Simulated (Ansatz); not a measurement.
Stepwise reaction of `[NH2][GeH2][NH2]` with hydrogen chloride, as a gas-phase model of exchange steps in deposition or etching. ΔE in kJ/mol; ΔG adds harmonic PBE0-D4 terms to CCSD(T)/CBS, at 1 bar.

Gas-phase electronic energies from Ansatz, PBE0-D4/def2-TZVP geometries. CCSD(T)/CBS adds triple-zeta CCSD(T) − MP2 to the extrapolated MP2 energy (def2 sets, frozen cores). This one scheme is used for every species. Functionals use def2-TZVPP. B3LYP here is the variant with VWN-RPA as its local correlation; programs differ in this. For Ge outer-core shells are correlated without core-valence functions, which leaves a few kJ/mol of doubt a bond. Scalar relativity is left out up to krypton. One conformer a species, not always the lowest.

```
step                                            reaction  PBE-D4  B3LYP-D4  ωB97M-V  CCSD(T)/CBS  ΔG(400 K)
   1  `[NH2][GeH2][NH2]` + HCl → `[NH2][GeH2][Cl]` + NH₃   -83.1     -82.6    -81.3        -76.7      -72.1
   2    `[NH2][GeH2][Cl]` + HCl → `[Cl][GeH2][Cl]` + NH₃   -58.0     -58.0    -57.5        -54.3      -46.4
```

Q: By hand: ΔE of the 2 steps together at CCSD(T)/CBS.

A: (-76.7) + (-54.3) = -131.0 kJ/mol, or -65.5 kJ/mol a step.

In ΔE each step is higher than the one before. All are downhill at CCSD(T)/CBS. ΔG lies between -72.1 and -46.4 kJ/mol a step. PBE-D4 differs from CCSD(T)/CBS by -6.4 to -3.7 kJ/mol a step. Isolated molecules leave out the surface, adducts and barriers. Largest T1 diagnostic: 0.010.
